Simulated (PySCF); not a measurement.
Ga(OH)2(OSiH3), SMILES [OH][Ga]([OH])[O][SiH3] at its PBE0/def2-SVP optimised geometry (Å):

```
10

Ga    -1.0982    -2.6749     2.1884
O     -2.0123    -2.7496     3.7046
H     -1.9970    -3.6038     4.1465
O     -0.1825    -4.0116     1.4611
H     -0.2018    -4.8400     1.9498
O     -1.1087    -1.1311     1.3429
Si    -0.5091    -0.3739     0.0000
H      0.9874    -0.3739     0.0000
H     -0.9874     1.0399     0.0000
H     -0.9805    -1.0399    -1.2545
```

Level of theory: PBE0/def2-TZVP run with PySCF.

Map of the electron localisation function on the plane z = 0.6 Å:

```
|                             |
|                             |
|                             |
|                             |
|       .-+*+-.               |
|      :*%@@@%*:              |
|     :#@@@@@@%+.             |
|    .*@@@@@@@@#:             |
|    :%@@@@@@@@#:             |
|    -#@@@@@@@@*:             |
|    .+%@@@@@@@+:...:-:.      |
|     :*%@@@@@%=::-+###=.     |
|      :+#%@@%+--+#@@@@%=     |
|       .-=+=:::+%@@@@@@#.    |
|        .:.   .*@@@@@@@%-    |
|       .::.   .#@@@@@@@@=    |
|     .:-++-   .*@@@@@@@@=    |
|    .:=+*#*-...+%@@@@@@%-    |
|   ..-+*#%%#+-:-*%@@@@@#.    |
|   .:-+*##%#*=:.-*%@@@%=     |
|   .:-=**###*=...:=+**=.     |
|    .:-++**+=-.    ...       |
|    ..:-====-.               |
|     ..::::..                |
|       ...                   |
|                             |
|              ...            |
|          .:-----:.          |
|        .:-=+***+=-.         |
```
Scale: ten equal steps from 0.000 (start of ' ') to 0.999 (end of '@'), in the order ' .:-=+*#%@'; x runs from -3.50 to 3.50, y from -3.50 (bottom) to 3.50 (top).
